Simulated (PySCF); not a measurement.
Species: C7H9F3O2.
Numbering: `[O:1]=[C:2]([CH:3]1[CH2:4][CH2:5][O:6][CH2:7][CH2:8]1)[C:9]([F:10])([F:11])[F:12]` (hydrogens: H13 on C3; H14, H15 on C4; H16, H17 on C5; H18, H19 on C7; H20, H21 on C8)

Structure optimised with GFN2-xTB, isolated species.

Give the optimised bond lengths and angles.

| bond | length (Å) | order |
| --- | --- | --- |
| O1=C2 | 1.196 | double |
| C2–C3 | 1.500 | single |
| C3–C4 | 1.542 | single |
| C4–C5, C7–C8 | 1.531 | single |
| C5–O6, O6–C7 | 1.406 | single |
| C2–C9 | 1.563 | single |
| C9–F10 | 1.331 | single |
| C9–F11, C9–F12 | 1.343 | single |
| C3–C8 | 1.530 | single |
| C3–H13 | 1.097 | single |
| C4–H14, C8–H21 | 1.091 | single |
| C4–H15, C8–H20 | 1.090 | single |
| C5–H16, C7–H18 | 1.091 | single |
| C5–H17, C7–H19 | 1.102 | single |

Bonds in one row agree within 0.01 Å and their mean is given. Orders are formal, as drawn. A selection of angles:
| angle | degrees |
| --- | --- |
| O1–C2–C3 | 126.7 |
| O1–C2–C9 | 118.9 |
| C3–C2–C9 | 114.4 |
| C2–C3–C4 | 109.7 |
| C2–C3–C8 | 111.1 |
| C4–C3–C8 | 109.1 |
| C3–C4–C5 | 108.7 |
| C4–C5–O6 | 112.2 |
| C5–O6–C7 | 111.9 |
| C2–C9–F10 | 111.7 |
| C2–C9–F11 | 112.7 |
| F10–C9–F11 | 107.2 |

Torsions: O1–C2–C3–C4 -112° (anticlinal); C2–C3–C4–C5 176° (antiperiplanar); C3–C4–C5–O6 -57° (synclinal); C4–C5–O6–C7 61° (synclinal); C5–O6–C7–C8 -60° (synclinal); O6–C7–C8–C3 57° (synclinal); O1–C2–C9–F10 -32° (synclinal); C2–C3–C8–C7 -175° (antiperiplanar). The mirror-image conformer, all signs reversed, is as good.

The 6 C–C bonds span 1.500 Å (C2–C3, drawn single) to 1.563 Å (C2–C9, drawn single), a spread of 0.063 Å. Of the pairs four or more bonds apart, F11···H13 is among the closest relative to their van der Waals radii: 2.43 Å, 91 % of the sum of Bondi's values. The C–O distances run from 1.196 Å (O1=C2, drawn double) to 1.408 Å (O6–C7, drawn single), a spread of 0.212 Å. The 6-membered ring C3–C4–C5–O6–C7–C8 has internal angles of 108.7° to 112.2° (sum 663°, against 720° for a flat polygon); it is puckered, 0.23 Å rms from its mean plane, widest ring torsion 61°.

Point group: C1 (no symmetry element, even within 0.4 Å). GFN2-xTB frequencies: not computed here. The numbers are those of one conformer.
